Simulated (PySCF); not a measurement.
C₄H₇N₃Si.
Numbering: `[CH2:1]=[CH:2][n:3]1[n:4][cH:5][c:6]([SiH3:7])[n:8]1` (hydrogens: H9, H10 on C1; H11 on C2; H12 on C5; H13, H14, H15 on Si7)

The same species was optimised twice, with GFN2-xTB and with PBE0-D3(BJ)/def2-SVP (PySCF), and the same property calculations (PySCF, gas phase) were run on both structures.

```
     coordinate  GFN2-xTB  PBE0-D3(BJ)/def2-SVP  change
      C2–N3 (Å)     1.384                 1.404  +0.020
      C6–N8 (Å)     1.326                 1.335  +0.009
      C1=C2 (Å)     1.324                 1.331  +0.007
      N4–C5 (Å)     1.316                 1.322  +0.006
      C5–C6 (Å)     1.412                 1.418  +0.006
      N3–N8 (Å)     1.318                 1.320  +0.002
     C6–Si7 (Å)     1.872                 1.874  +0.002
      N3–N4 (Å)     1.321                 1.321   0.000
   N4–N3–N8 (°)     114.3                 115.6    +1.3
   C2–N3–N8 (°)     121.8                 120.9    -0.9
   N3–N8–C6 (°)     105.7                 104.8    -0.9
  Si7–C6–N8 (°)     122.8                 121.9    -0.9
   C1–C2–N3 (°)     123.1                 123.9    +0.8
   N3–N4–C5 (°)     104.5                 103.9    -0.6
  C5–C6–Si7 (°)     130.7                 131.3    +0.6
   C2–N3–N4 (°)     123.9                 123.6    -0.3
C1–C2–N3–N4 (°)         0                     0       0
```

Rotational constants: A = 6457, B = 922.8, C = 815.0 MHz (GFN2-xTB) against A = 6318, B = 916.4, C = 807.9 MHz (PBE0-D3(BJ)/def2-SVP).

On the GFN2-xTB structure: lowest singlet, TDDFT (eV) 5.36 [wB97X-D/def2-SVPD]; lowest triplet, Tamm–Dancoff (eV) 3.66 [wB97X-D/def2-SVPD]; isotropic polarisability (au) 98.5 [wB97X-D/def2-SVPD]; HOMO (eV) -8.88 [wB97X-D/def2-SVPD]; LUMO (eV) 0.42 [wB97X-D/def2-SVPD]; dipole (D) 0.11 [wB97X-D/def2-SVPD]; HOMO (eV) -7.11 [PBE0/pcSseg-1]; LUMO (eV) -1.22 [PBE0/pcSseg-1]; dipole (D) 0.08 [PBE0/pcSseg-1]; GIAO shielding of C1 (ppm) 76.7 [PBE0/pcSseg-1]; GIAO shielding of C2 (ppm) 47.5 [PBE0/pcSseg-1]; GIAO shielding of N3 (ppm) -30.4 [PBE0/pcSseg-1]; GIAO shielding of N4 (ppm) -82.1 [PBE0/pcSseg-1]; GIAO shielding of C5 (ppm) 39.2 [PBE0/pcSseg-1]; GIAO shielding of C6 (ppm) 45.4 [PBE0/pcSseg-1]; GIAO shielding of Si7 (ppm) 433.8 [PBE0/pcSseg-1]; GIAO shielding of N8 (ppm) -114.2 [PBE0/pcSseg-1].

Problem. What do these properties become on the PBE0-D3(BJ)/def2-SVP structure?

Solution. 
| property | level | on GFN2-xTB | on PBE0-D3(BJ)/def2-SVP | change |
| --- | --- | --- | --- | --- |
| lowest singlet, TDDFT (eV) | wB97X-D/def2-SVPD | 5.36 | 5.36 | 0.00 |
| lowest triplet, Tamm–Dancoff (eV) | wB97X-D/def2-SVPD | 3.66 | 3.67 | +0.01 |
| isotropic polarisability (au) | wB97X-D/def2-SVPD | 98.5 | 100.2 | +1.7 |
| HOMO (eV) | wB97X-D/def2-SVPD | -8.88 | -8.94 | -0.06 |
| LUMO (eV) | wB97X-D/def2-SVPD | 0.42 | 0.37 | -0.05 |
| dipole (D) | wB97X-D/def2-SVPD | 0.11 | 0.34 | +0.23 |
| energy, GFN2-xTB geometry as zero (kcal/mol) | wB97X-D/def2-SVPD | 0.0 | -1.3 | -1.3 |
| HOMO (eV) | PBE0/pcSseg-1 | -7.11 | -7.17 | -0.06 |
| LUMO (eV) | PBE0/pcSseg-1 | -1.22 | -1.28 | -0.06 |
| dipole (D) | PBE0/pcSseg-1 | 0.08 | 0.33 | +0.25 |
| energy, GFN2-xTB geometry as zero (kcal/mol) | PBE0/pcSseg-1 | 0.0 | -1.1 | -1.1 |
| GIAO shielding of C1 (ppm) | PBE0/pcSseg-1 | 76.7 | 74.2 | -2.5 |
| GIAO shielding of C2 (ppm) | PBE0/pcSseg-1 | 47.5 | 43.9 | -3.6 |
| GIAO shielding of N3 (ppm) | PBE0/pcSseg-1 | -30.4 | -34.1 | -3.7 |
| GIAO shielding of N4 (ppm) | PBE0/pcSseg-1 | -82.1 | -83.0 | -0.9 |
| GIAO shielding of C5 (ppm) | PBE0/pcSseg-1 | 39.2 | 37.2 | -2.0 |
| GIAO shielding of C6 (ppm) | PBE0/pcSseg-1 | 45.4 | 44.1 | -1.3 |
| GIAO shielding of Si7 (ppm) | PBE0/pcSseg-1 | 433.8 | 431.5 | -2.3 |
| GIAO shielding of N8 (ppm) | PBE0/pcSseg-1 | -114.2 | -116.2 | -2.0 |

The heavy atoms differ by 0.017 Å rms after alignment. Among bonds between heavy atoms C2–N3 changes most (+0.020 Å). Changes are differences of the printed values. Neither structure is proved a minimum here.

Conformer computed: `[CH2:1]=[CH:2][n:3]1[n:4][cH:5][c:6]([SiH3:7])[n:8]1`: C1–C2–N3–N4 0°.

Note: wB97X-D ran without an empirical dispersion term, which enters the total energy and its gradient alone.
